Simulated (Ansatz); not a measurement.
Reaction (atomization): `[SiH3][B]1[AlH][S]1` → Al• + B• + 4 H• + S• + Si•

Calculated with Ansatz (gas phase, PBE0-D4/def2-TZVP geometries, no zero-point term in ΔE). CBS: MP2 limit from def2 TZ/QZ plus the TZ coupled-cluster correction, frozen cores. This one scheme is used for every species, atoms too. DFT in def2-TZVPP. Open shells (•) are unrestricted, without spin–orbit coupling. Spin–orbit coupling would lower the free atoms: a little for Al, B, S, Si.

`[SiH3][B]1[AlH][S]1`:

Cartesian coordinates in Å:
```
Si -0.484 0.917 1.213
B 0.243 -0.143 -0.308
Al 0.281 -1.591 -1.704
S 1.758 -0.002 -1.259
H -1.809 1.484 0.831
H -0.700 0.019 2.382
H 0.399 2.039 1.641
H 0.312 -2.723 -2.796
```

CCSD(T)/CBS gives +565.4 kcal/mol.

Question: Another level gave +558.9 kcal/mol. Which?
A. B97M-V/def2-TZVPP
B. r2SCAN/def2-TZVPP
C. LDA (SPW92)/def2-TZVPP
D. CAM-B3LYP/def2-TZVPP

Answer: D. CAM-B3LYP 558.9, LDA (SPW92) 637.9, r2SCAN 573.1, B97M-V 581.4 kcal/mol.

Largest T1 diagnostic among the species: 0.018.

From r2SCAN to r2SCAN0 (25 % exact exchange), in def2-TZVPP and without D4, ΔE moves by −8.0 kcal/mol: exact exchange takes away binding that semilocal exchange gives to molecules. In def2-TZVPP, CCSD(T) changes the Hartree–Fock value by +128.5 kcal/mol (the triples alone add +10.2 kcal/mol) and MP2 by +134.7 kcal/mol; breaking electron pairs costs correlation energy, which Hartree–Fock lacks. At CCSD(T), def2-SVP lies −35.2 kcal/mol from the extrapolated value and def2-TZVPP −16.1 kcal/mol: correlation converges slowly with the basis, and small sets miss more of it in the bonded molecule than in its fragments.

For atomizations the MP2-based limit and the directly extrapolated one differ by several kJ/mol either way, and by 10 to 25 for some Ge, Se and Sn compounds, so smaller differences from it don't rank the levels.
